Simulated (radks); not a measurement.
Initial-state core-level shifts of the tungsten ion W2+ when its valence configuration changes from [Xe] 4f14 5d4. All-electron calculation, scalar-relativistic Kohn-Sham, PBEsol, spin-polarised, spherical densities, finite nucleus; open shells are filled with parallel spins first (spin-orbit coupling, left out, can overturn this in heavy ions); Fermi nuclear charge, rms radius 5.3658 fm. Program: a radial shooting solver on a logarithmic mesh with Libxc functionals. Shifts are changes of the shell-averaged eigenvalues in eV (positive: less bound); the change of the density at the nucleus, which sets a Mossbauer isomer shift, is in e/bohr^3, on a base of 1.514e+06.

valence                1s       2p       3p       3d  density at nucleus
4f13 5d5           -9.722  -10.426  -11.946  -11.813               +79.4
4f14 5d3 6p1       -4.626   -4.740   -4.690   -4.706                +8.2
4f14 5d3 6s1       -3.155   -3.287   -3.231   -3.247              +129.0
4f14 5d3.5 6p0.5   -2.296   -2.351   -2.329   -2.336                +3.7
4f13 5d4 6s1      -13.081  -13.925  -15.385  -15.269              +216.2
4f13 5d3 6p2      -19.478  -20.441  -21.839  -21.743               +99.4
4f12 5d6          -20.289  -21.761  -24.945  -24.672              +163.3
4f13 5d4 6p1      -14.546  -15.371  -16.840  -16.723               +88.2
4f12 5d4 6p2      -30.084  -31.833  -34.905  -34.668              +185.8
